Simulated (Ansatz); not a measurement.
H₆N₂O₂Ti, SMILES `[NH2][Ti]([NH2])([OH])[OH]` at its PBE0-D4/def2-TZVP geometry, where that method's forces vanish. Charge 0, multiplicity 1.

```xyz
11

N    -0.6237    0.0522   -1.5921
Ti    0.1695   -0.1894    0.1035
N    -0.0473    1.4187    1.0639
O     1.9064   -0.6108   -0.1709
O    -0.7033   -1.4700    1.0328
H    -0.3079   -0.4230   -2.4260
H    -1.2766    0.7836   -1.8295
H     0.5808    2.2088    1.0248
H    -0.7022    1.5289    1.8248
H     2.4558   -1.2969    0.2081
H    -1.4514   -2.0021    0.7607
```

(1) What forces (eV/Å) does r2SCAN-D4/def2-TZVPP give on these atoms in Ansatz 0.2.0? (Estimate.)

Results:

(1) The calculation gave: 
```
N1  -0.083  0.021 -0.154
Ti2  0.010 -0.035  0.017
N3  -0.035  0.152  0.080
O4   0.240  0.001 -0.088
O5  -0.085 -0.155  0.178
H6  -0.006 -0.004 -0.054
H7  -0.025  0.021 -0.049
H8   0.016  0.046  0.028
H9  -0.013  0.035  0.038
H10  0.026 -0.052  0.032
H11 -0.046 -0.031 -0.028
```
